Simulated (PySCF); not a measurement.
**Co (cobalt, neutral) across methods**

[Ar] 3d9, 2D determinant (an excited configuration). Calculation: PySCF 2.14, in aug-cc-pVDZ-DK; the spin-free X2C one-electron Hamiltonian (Gaussian nucleus). The B2PLYP total includes its PT2 part (frozen core); its orbital energies are those of the SCF part.

| method | E (hartree) | mean ε 3p β (eV) | mean ε 3d α (eV) | mean ε 3d β (eV) | Σ⟨r²⟩ (bohr²) | ⟨S²⟩ |
| --- | --- | --- | --- | --- | --- | --- |
| PBE0 | -1392.877 | -61.040 | -3.599 | -2.563 | 31.28 | 0.761 |
| UHF | -1391.59521 | -71.581 | -7.701 | -5.796 | 28.36 | 0.779 |
| BP86 | -1393.370 | -57.580 | -2.423 | -1.640 | 32.90 | 0.758 |
| MN15 | -1393.948 | -60.661 | -4.533 | -3.597 | 30.77 | 0.769 |
| B97-3 | -1392.961 | -61.393 | -3.733 | -2.728 | 31.23 | 0.759 |
| B2PLYP | -1392.832 | -64.966 | -5.100 | -3.793 | 30.08 | 0.764 |
| PBE | -1392.906 | -57.435 | -2.284 | -1.469 | 33.19 | 0.760 |
| r2SCAN | -1393.078 | -58.887 | -2.220 | -1.290 | 32.69 | 0.765 |
| LDA | -1390.491 | -57.335 | -2.488 | -1.643 | 32.70 | 0.758 |
